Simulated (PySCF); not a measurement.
C3H4F2Si. Atoms are numbered in the order given.

```xyz
10

C      0.9391     2.3756     0.0000
C      0.2894     1.3552     0.0000
C     -0.3942     0.0632     0.0000
F     -1.1995    -0.0365    -1.0963
F     -1.1995    -0.0365     1.0963
Si     0.8367    -1.4312     0.0000
H      1.5006     3.2926     0.0000
H      1.6762    -1.3433    -1.2269
H      0.0188    -2.6757     0.0000
H      1.6762    -1.3433     1.2269
```

Geometry optimised at PBE0-D3(BJ)/def2-SVP. The structure was generated by enumeration, and PubChem lists no compound with its InChIKey, so it may never have been made.

Computed with HF/pcSseg-1 in PySCF.

GIAO shieldings, no solvent; atoms alike by connectivity are averaged. δ = σ(ref) − σ: ¹³C against TMS (σ = 192.6 ppm); ¹⁹F against CFCl3 (σ = 238.5 ppm); ²⁹Si against TMS (σ = 393.8 ppm); ¹H against TMS (σ = 31.99 ppm), references at their B3LYP-D3(BJ)/def2-TZVP geometries, non-relativistic.

```csv
atoms,nucleus,count,δ (ppm)
C3,¹³C,1,103.7
C1,¹³C,1,93.8
C2,¹³C,1,75.6
"F4, F5",¹⁹F,2,…
Si6,²⁹Si,1,-50.1
"H8, H9, H10",¹H,3,…
H7,¹H,1,…
```

Question: Some entries are withheld; supply them. (An estimate is asked for; the answer gives what the named calculation found.)

Answer: 
- F4, F5, δ (ppm): -105.2
- H8, H9, H10, δ (ppm): 4.24
- H7, δ (ppm): 3.89
